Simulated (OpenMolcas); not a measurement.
A calculation on F+.

- Program: OpenMolcas
- Method: SS-CASPT2, IPEA 0.25 Eh, imaginary shift 0.1 Eh (closed shells correlated: 1s)
- Basis: ANO-RCC-VTZP [4s3p2d1f]
- Scalar Hamiltonian: DKH2, point nucleus
- Active space: 6 electrons in 8 orbitals (2s 2p 3s 3p)
- State averaging: 2S+1 = 3 even, 3 roots; 2S+1 = 1 even, 6 roots; 2S+1 = 3 odd, 3 roots; 2S+1 = 1 odd, 3 roots
- Spin-orbit coupling: state interaction with AMFI integrals over the reference wave functions, term energies averaged over their components

(1) Which level of the active space comes out lowest?

(2) How high does 2s² 2p⁴ ¹S₀ lie?

(3) How high does 2s 2p⁵ ³P°₁ lie?

(4) How high does 2s 2p⁵ ³P°₀ lie?

Measured values: NIST Handbook of Basic Atomic Spectroscopic Data.

Answers

(1) 2s² 2p⁴ ³P₂, with 100 % of that term; it is also the measured ground level.

(2) 45220 cm⁻¹ above the lowest level; measured 44918 cm⁻¹ above the ground level, so the calculation is off by +1 %.

(3) 167160 cm⁻¹ above the lowest level; measured 165107 cm⁻¹ above the ground level, so the calculation is off by +1 %.

(4) 167310 cm⁻¹ above the lowest level; measured 165279 cm⁻¹ above the ground level, so the calculation is off by +1 %.

Active for correlation alone: 3p 3s; no level in the range computed is led by a configuration that fills them, so any true level of that kind is missing. Measured partners are found by configuration, term and J. A level has none where our copy of the source lacks it or the pairing is in doubt (some pairs that miss far off the trend of their configuration count as doubtful), and it then counts in no deviation. Only configurations of the active space appear.

° marks odd parity.
